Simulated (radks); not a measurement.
Results of a calculation; reference values are marked as such.
Problem. Pd10+, 36 electrons, occupied as [Ar] 3d10 4s2 4p5 4d1 (not the ground configuration). Code: a radial shooting solver on a logarithmic mesh with Libxc functionals. Model: scalar-relativistic Kohn-Sham, LDA (Slater exchange, Perdew-Wang correlation), spin-polarised, spherical densities, finite nucleus; open shells are filled with parallel spins first (spin-orbit coupling, left out, can overturn this in heavy ions); Fermi nuclear charge, rms radius 4.5318 fm. Some entries of the table are withheld. Estimate them.

| orbital | occ. | eigenvalue (eV) | <r> (bohr) |
|---|---|---|---|
| 1s up | 1 | -24339.52 | 0.03189 |
| 1s down | 1 | -24339.21 | 0.03189 |
| 2s up | 1 | -3730.237 | 0.1385 |
| 2s down | 1 | -3729.721 | 0.1385 |
| 2p up | 3 | -3368.021 | 0.1207 |
| 2p down | 3 | -3367.497 | 0.1207 |
| 3s up | 1 | -834.8245 | 0.3789 |
| 3s down | 1 | -834.2599 | 0.3787 |
| 3p up | 3 | -715.7330 | 0.3777 |
| 3p down | 3 | -715.1165 | 0.3775 |
| 3d up | 5 | -526.5862 | 0.3553 |
| 3d down | 5 | -525.8935 | 0.3550 |
| 4s up | 1 | -268.8493 | 0.8819 |
| 4s down | 1 | -266.0878 | 0.8818 |
| 4p up | 3 | -231.2614 | (1) |
| 4p down | 2 | -228.5094 | (2) |
| 4d up | 1 | -173.8399 | 1.032 |
| 4d down | 0 | -171.2078 | 1.035 |

Solution. 
(1) 4p up <r> (bohr): 0.9324
(2) 4p down <r> (bohr): 0.9331
